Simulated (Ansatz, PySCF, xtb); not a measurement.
Constitutional and geometric isomers with formula H10Si4. All species are isolated molecules in the gas phase. One relaxed conformer stands for each flexible species; it need not be the lowest. Strings in code marks are SMILES.

Quantity: electronic energy of isomers of H10Si4 relative to `[SiH3][SiH]([SiH3])[SiH3]`, in eV.

Level 1: frozen-core CCSD(T)/cc-pVDZ // B3LYP-D3(BJ)/def2-TZVP (Ansatz, a program for electronic structure)
Level 2: PBE0/cc-pVTZ // B3LYP-D3(BJ)/def2-TZVP (Ansatz)
Level 3: HF/STO-3G // B3LYP-D3(BJ)/def2-TZVP (PySCF)
Level 4: GFN2-xTB (xtb)

| species | level 2 | level 3 | level 4 |
|---|---|---|---|
| `[SiH3][SiH2][SiH2][SiH3]` (Si–Si–Si–Si torsion 57°) | 0.049 | 0.041 | -0.010 |

What does level 1 give for each?


- `[SiH3][SiH2][SiH2][SiH3]` (Si–Si–Si–Si torsion 57°): 0.054
